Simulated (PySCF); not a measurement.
C₂Fe, multiplicity 5. Atoms are numbered in the order given.

```xyz
3

Fe     0.0000     0.0000     0.5721
C      0.0000     0.6381    -1.2395
C      0.0000    -0.6381    -1.2395
```
Charge 0, spin multiplicity 5.

Geometry: B3LYP-D3(BJ)/def2-TZVP. The multiplicity is an assumed one; other spin states were not compared.

Method: M06-2X/def2-TZVPD run with PySCF.

Computed frontier levels, dipole moment and polarisability:
```yaml
"α spin, highest occupied and lowest empty level": -8.02 and -3.12 eV
"β spin, highest occupied and lowest empty level": -7.77 and -2.94 eV
dipole_moment: 7.15 D
quadrupole, principal values (traceless, Buckingham form, about the centre of nuclear charge): -3.75, 1.06, 2.69 D·Å
mean_static_polarisability: 51.0 bohr³ (7.56 Å³)
polarisability_principal_values: 38.8, 47.0, 67.4 bohr³
"⟨S²⟩": 6.035 (pure state 6.00)
```
